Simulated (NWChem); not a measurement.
System: C₃H₆OSi; SMILES C=C1O[SiH2]C1

NWChem input:

```
start job
memory heap 200 mb stack 900 mb global 1100 mb
geometry units angstroms noautoz
  C      0.153633     2.215393     0.000000
  C      0.020269     0.890129     0.000000
  C     -1.222426     0.007295     0.000000
  Si     0.057637    -1.373855     0.000000
  O      1.078904     0.000684     0.000000
  H     -0.730033     2.854048     0.000000
  H      1.144712     2.672583     0.000000
  H     -1.850936     0.119163     0.895813
  H     -1.850936     0.119163    -0.895813
  H      0.208735    -2.217481     1.218252
  H      0.208735    -2.217481    -1.218252
end
basis spherical
  * library def2-tzvp
end
dft
  xc becke88 lyp
  iterations 150
  semidirect filesize 400000000
  mulliken
end
task dft energy
```

Output (shortened):

```
             Northwest Computational Chemistry Package (NWChem) 7.3.0
             --------------------------------------------------------

 CS  symmetry detected

                             Geometry "geometry" -> ""
                             -------------------------

 Output coordinates in angstroms (scale by  1.889725989 to convert to a.u.)

  No.       Tag          Charge          X              Y              Z
 ---- ---------------- ---------- -------------- -------------- --------------
    1 C                    6.0000     0.11305683     2.20051844     0.00000000
    2 C                    6.0000     0.00052441     0.87332325     0.00000000
    3 C                    6.0000    -1.22815116    -0.02892012     0.00000000
    4 Si                  14.0000     0.07344684    -1.38979457     0.00000000
    5 O                    8.0000     1.07299880     0.00061531     0.00000000
    6 H                    1.0000    -0.78053113     2.82521545     0.00000000
    7 H                    1.0000     1.09683277     2.67321833     0.00000000
    8 H                    1.0000    -1.85834067     0.07306245     0.89581300
    9 H                    1.0000    -1.85834067     0.07306245    -0.89581300
   10 H                    1.0000     0.23777653    -2.23094330     1.21825200
   11 H                    1.0000     0.23777653    -2.23094330    -1.21825200

 Effective nuclear repulsion energy (a.u.)     221.7213007506

      Symmetry information
      --------------------

 Group name             Cs
 Group number              2
 Group order               2
 No. of unique centers     9

                                 NWChem DFT Module
                                 -----------------

 Summary of "ao basis" -> "ao basis" (spherical)
 ------------------------------------------------------------------------------
       Tag                 Description            Shells   Functions and Types
 ---------------- ------------------------------  ------  ---------------------
 C                         def2-tzvp                11       31   5s3p2d1f
 Si                        def2-tzvp                13       37   5s5p2d1f
 O                         def2-tzvp                11       31   5s3p2d1f
 H                         def2-tzvp                 4        6   3s1p

      Symmetry analysis of basis
      --------------------------

        a'        131
        a"         66

            General Information
            -------------------
          SCF calculation type: DFT
          Wavefunction type:  closed shell.
          No. of atoms     :    11
          No. of electrons :    46
           Alpha electrons :    23
            Beta electrons :    23
          Charge           :     0
          Spin multiplicity:     1
          Use of symmetry is: on ; symmetry adaption is: on
          Maximum number of iterations: 150
          AO basis - number of functions:   197
                     number of shells:    81
          Convergence on energy requested:  1.00D-06
          Convergence on density requested:  1.00D-05
          Convergence on gradient requested:  5.00D-04

              XC Information
              --------------
                    Becke 1988 Exchange Functional  1.000
              Lee-Yang-Parr Correlation Functional  1.000

             Grid Information
             ----------------
          Grid used for XC integration:  medium
          Radial quadrature: Mura-Knowles
          Angular quadrature: Lebedev.
          Tag              B.-S. Rad. Rad. Pts. Rad. Cut. Ang. Pts.
          ---              ---------- --------- --------- ---------
          C                   0.70       49          12.0       434
          Si                  1.10       88          12.0       590
          O                   0.60       49          10.0       434
          H                   0.35       45          13.0       434
          Grid pruning is: on
          Number of quadrature shells:   464
          Spatial weights used:  Erf1

      Superposition of Atomic Density Guess
      -------------------------------------

 Sum of atomic energies:        -479.63255755

      Non-variational initial energy
      ------------------------------

 Total energy =    -482.441102
 1-e energy   =   -1098.320676
 2-e energy   =     394.158274
 HOMO         =      -0.280061
 LUMO         =       0.014966

      Symmetry analysis of molecular orbitals - initial
      -------------------------------------------------

  Numbering of irreducible representations:

     1 a'          2 a"

  Orbital symmetries:

     1 a'          2 a'          3 a'          4 a'          5 a'
     6 a'          7 a'          8 a"          9 a'         10 a'
    11 a'         12 a'         13 a'         14 a'         15 a'
    16 a"         17 a'         18 a'         19 a"         20 a'
    21 a"         22 a'         23 a"         24 a'         25 a"
    26 a'         27 a'         28 a'         29 a'         30 a"
    31 a'         32 a"         33 a'

------------------------------------------------------------
EAF file 0: "./job.aoints.0" size=485490688 bytes
------------------------------------------------------------
               write      read    awrite     aread      wait
               -----      ----    ------     -----      ----
     calls:      926         0         0         0         0
   data(b): 4.85e+08  0.00e+00  0.00e+00  0.00e+00
   time(s): 0.00e+00  0.00e+00  0.00e+00  0.00e+00  0.00e+00
rate(mb/s): 0.00e+00  0.00e+00
------------------------------------------------------------

     ---------------------------------------------
      Total Density - Mulliken Population Analysis
     ---------------------------------------------

    Atom       Charge   Shell Charges
 -----------   ------   -------------------------------------------------------
    1 C    6     6.60   0.86  1.12  0.57  0.67  0.13  1.30  1.39  0.53  0.01  0.02  0.01
    2 C    6     5.49   0.86  1.12  0.53  0.62  0.06  1.01  1.01  0.12  0.03  0.11  0.02
    3 C    6     6.64   0.86  1.12  0.55  0.70  0.11  1.27  1.51  0.48  0.01  0.03  0.00
    4 Si  14    13.22   2.00  0.59  1.39  0.84  0.44  4.11  1.73  0.49  1.04  0.30  0.13  0.12  0.04
    5 O    8     8.68   0.79  1.18  0.59  0.97  0.25  1.97  2.17  0.72  0.00  0.02  0.00
    6 H    1     0.81   0.23  0.44  0.12  0.02
    7 H    1     0.83   0.23  0.44  0.13  0.02
    8 H    1     0.81   0.23  0.44  0.12  0.02
    9 H    1     0.81   0.23  0.44  0.12  0.02
   10 H    1     1.05   0.23  0.54  0.27  0.01
   11 H    1     1.05   0.23  0.54  0.27  0.01

   convergence    iter        energy       DeltaE   RMS-Dens  Diis-err
 ---------------- ----- ----------------- --------- --------- ---------
 d= 0,ls=0.0,diis     1   -482.5434665101 -7.04D+02  7.56D-03  1.41D+00
 d= 0,ls=0.0,diis     2   -482.4305137668  1.13D-01  6.11D-03  2.21D+00
 d= 0,ls=0.0,diis     3   -482.6007850191 -1.70D-01  1.85D-03  5.53D-01
 d= 0,ls=0.0,diis     4   -482.6430549690 -4.23D-02  8.04D-04  3.47D-02
 d= 0,ls=0.0,diis     5   -482.6457434359 -2.69D-03  4.22D-04  1.35D-02
  Resetting Diis
 d= 0,ls=0.0,diis     6   -482.6473343747 -1.59D-03  1.18D-04  1.44D-03
 d= 0,ls=0.0,diis     7   -482.6475149475 -1.81D-04  5.35D-05  4.26D-05
 d= 0,ls=0.0,diis     8   -482.6475043276  1.06D-05  3.30D-05  1.28D-04
 d= 0,ls=0.0,diis     9   -482.6475202229 -1.59D-05  6.29D-06  3.69D-06
 d= 0,ls=0.0,diis    10   -482.6475205298 -3.07D-07  2.07D-06  3.28D-07

         Total DFT energy =     -482.647520529796
      One electron energy =    -1102.816042101222
           Coulomb energy =      446.455925697905
    Exchange-Corr. energy =      -48.008704877107
 Nuclear repulsion energy =      221.721300750628

 Numeric. integr. density =       46.000000670110

                  Occupations of the irreducible representations
                  ----------------------------------------------

                     irrep           alpha         beta
                     --------     --------     --------
                     a'               18.0         18.0
                     a"                5.0          5.0

                       DFT Final Molecular Orbital Analysis
                       ------------------------------------

 Vector   21  Occ=2.000000D+00  E=-2.829388D-01  Symmetry=a'
              MO Center=  2.1D-01,  2.1D-01,  1.0D-14, r^2= 3.0D+00
   Bfn.  Coefficient  Atom+Function         Bfn.  Coefficient  Atom+Function
  ----- ------------  ---------------      ----- ------------  ---------------
   136      0.267749   5 O  px              139      0.217649   5 O  px
    69      0.182785   3 C  py               37     -0.168338   2 C  px
   142      0.163913   5 O  px               67      0.152754   3 C  s
    72      0.143743   3 C  py               68      0.140420   3 C  px
    38     -0.135174   2 C  py              137      0.135639   5 O  py

 Vector   22  Occ=2.000000D+00  E=-2.718362D-01  Symmetry=a'
              MO Center= -3.4D-01, -3.8D-01,  4.0D-15, r^2= 2.7D+00
   Bfn.  Coefficient  Atom+Function         Bfn.  Coefficient  Atom+Function
  ----- ------------  ---------------      ----- ------------  ---------------
    69      0.239993   3 C  py              136     -0.234152   5 O  px
   108      0.214751   4 Si px               72      0.189199   3 C  py
   139     -0.186159   5 O  px               68     -0.164497   3 C  px
    67     -0.146097   3 C  s               142     -0.139626   5 O  px
    71     -0.125187   3 C  px               75      0.121068   3 C  py

 Vector   23  Occ=2.000000D+00  E=-1.933629D-01  Symmetry=a"
              MO Center=  2.4D-01,  1.3D+00, -7.3D-16, r^2= 2.5D+00
   Bfn.  Coefficient  Atom+Function         Bfn.  Coefficient  Atom+Function
  ----- ------------  ---------------      ----- ------------  ---------------
     8      0.309052   1 C  pz               11      0.254912   1 C  pz
   138     -0.245858   5 O  pz               14      0.220054   1 C  pz
    39      0.218137   2 C  pz              141     -0.202401   5 O  pz
    42      0.183818   2 C  pz              144     -0.167293   5 O  pz
   188      0.094016  10 H  s               194     -0.094016  11 H  s

 Vector   24  Occ=0.000000D+00  E=-4.188019D-02  Symmetry=a'
              MO Center=  7.0D-03, -1.6D+00,  3.1D-15, r^2= 4.0D+00
   Bfn.  Coefficient  Atom+Function         Bfn.  Coefficient  Atom+Function
  ----- ------------  ---------------      ----- ------------  ---------------
    67      1.033299   3 C  s               111      0.888692   4 Si px
    44      0.421461   2 C  py               36     -0.417985   2 C  s
    98     -0.330683   4 Si s               108      0.316461   4 Si px
    74      0.301860   3 C  px              112      0.291969   4 Si py
     5     -0.217575   1 C  s                75     -0.209246   3 C  py

 Vector   25  Occ=0.000000D+00  E=-1.165179D-02  Symmetry=a"
              MO Center= -2.2D-01,  1.2D+00,  2.2D-14, r^2= 3.5D+00
   Bfn.  Coefficient  Atom+Function         Bfn.  Coefficient  Atom+Function
  ----- ------------  ---------------      ----- ------------  ---------------
   176      0.660725   8 H  s               182     -0.660725   9 H  s
    14      0.544829   1 C  pz               76     -0.464079   3 C  pz
    45     -0.432832   2 C  pz               39     -0.331093   2 C  pz
    42     -0.301457   2 C  pz                8      0.249129   1 C  pz
   144      0.201785   5 O  pz               11      0.188993   1 C  pz

 Vector   26  Occ=0.000000D+00  E= 5.730016D-03  Symmetry=a'
              MO Center= -3.9D-01, -1.0D+00, -4.6D-14, r^2= 6.7D+00
   Bfn.  Coefficient  Atom+Function         Bfn.  Coefficient  Atom+Function
  ----- ------------  ---------------      ----- ------------  ---------------
    67      3.412245   3 C  s               112     -1.621074   4 Si py
   176     -1.000939   8 H  s               182     -1.000939   9 H  s
    98     -0.976310   4 Si s               111      0.596145   4 Si px
   188     -0.566202  10 H  s               194     -0.566202  11 H  s
    43      0.439824   2 C  px              164     -0.376902   6 H  s

------------------------------------------------------------
EAF file 0: "./job.aoints.0" size=645398528 bytes
------------------------------------------------------------
               write      read    awrite     aread      wait
               -----      ----    ------     -----      ----
     calls:     1231         9         0     11070     11070
   data(b): 6.45e+08  4.72e+06  0.00e+00  5.80e+09
   time(s): 0.00e+00  0.00e+00  0.00e+00  0.00e+00  0.00e+00
rate(mb/s): 0.00e+00  0.00e+00
------------------------------------------------------------

     ---------------------------------------------
      Total Density - Mulliken Population Analysis
     ---------------------------------------------

    Atom       Charge   Shell Charges
 -----------   ------   -------------------------------------------------------
    1 C    6     6.31   0.86  1.11  0.54  0.64  0.13  1.37  1.13  0.52  0.01  0.01  0.00
    2 C    6     5.75   0.86  1.11  0.55  0.60  0.07  1.30  0.97  0.13  0.03  0.11  0.02
    3 C    6     6.36   0.85  1.12  0.52  0.66  0.11  1.36  1.22  0.47  0.01  0.02  0.00
    4 Si  14    13.55   2.01  0.57  1.39  0.92  0.39  4.13  1.67  0.64  1.16  0.24  0.19  0.19  0.06
    5 O    8     8.35   0.79  1.18  0.60  0.92  0.30  1.91  1.87  0.74  0.00  0.03  0.00
    6 H    1     0.90   0.28  0.48  0.11  0.02
    7 H    1     0.90   0.28  0.48  0.12  0.02
    8 H    1     0.89   0.28  0.48  0.11  0.02
    9 H    1     0.89   0.28  0.48  0.11  0.02
   10 H    1     1.06   0.26  0.53  0.26  0.01
   11 H    1     1.06   0.26  0.53  0.26  0.01

     -------------------------------------------
      Total Density - Lowdin Population Analysis
     -------------------------------------------

    Atom       Charge   Shell Charges
 -----------   ------   -------------------------------------------------------
    1 C    6     6.24   0.91  1.03  0.37  0.36  0.18  1.16  1.33  0.66  0.02  0.19  0.03
    2 C    6     6.34   0.91  1.03  0.35  0.30  0.16  1.10  1.16  0.55  0.05  0.65  0.09
    3 C    6     6.31   0.91  1.04  0.36  0.34  0.18  1.16  1.38  0.67  0.02  0.23  0.03
    4 Si  14    13.70   2.00  0.83  1.09  0.51  0.30  3.85  1.87  0.70  1.06  0.52  0.19  0.56  0.21
    5 O    8     7.86   0.87  1.09  0.53  0.55  0.29  1.75  1.82  0.88  0.00  0.07  0.00
    6 H    1     0.87   0.25  0.39  0.17  0.06
    7 H    1     0.87   0.25  0.39  0.17  0.06
    8 H    1     0.86   0.25  0.38  0.16  0.06
    9 H    1     0.86   0.25  0.38  0.16  0.06
   10 H    1     1.04   0.25  0.47  0.30  0.02
   11 H    1     1.04   0.25  0.47  0.30  0.02

     Multipole analysis of the density
     ---------------------------------

     L   x y z        total         alpha         beta         nuclear
     -   - - -        -----         -----         ----         -------
     0   0 0 0      0.000000    -23.000000    -23.000000     46.000000

     1   1 0 0     -0.647264     -0.323632     -0.323632      0.000000
     1   0 1 0     -0.495615     -0.247807     -0.247807      0.000000
     1   0 0 1     -0.000000     -0.000000     -0.000000      0.000000

     2   2 0 0    -28.323369    -62.808801    -62.808801     97.294234
     2   1 1 0     -0.189899      0.477849      0.477849     -1.145597
     2   1 0 1     -0.000000     -0.000000     -0.000000      0.000000
     2   0 2 0    -27.691678   -166.989337   -166.989337    306.286996
     2   0 1 1     -0.000000     -0.000000     -0.000000      0.000000
     2   0 0 2    -29.313894    -22.822610    -22.822610     16.331326
```

Level: BLYP/def2-TZVP. The geometry was optimised at PBE0/def2-SVP.
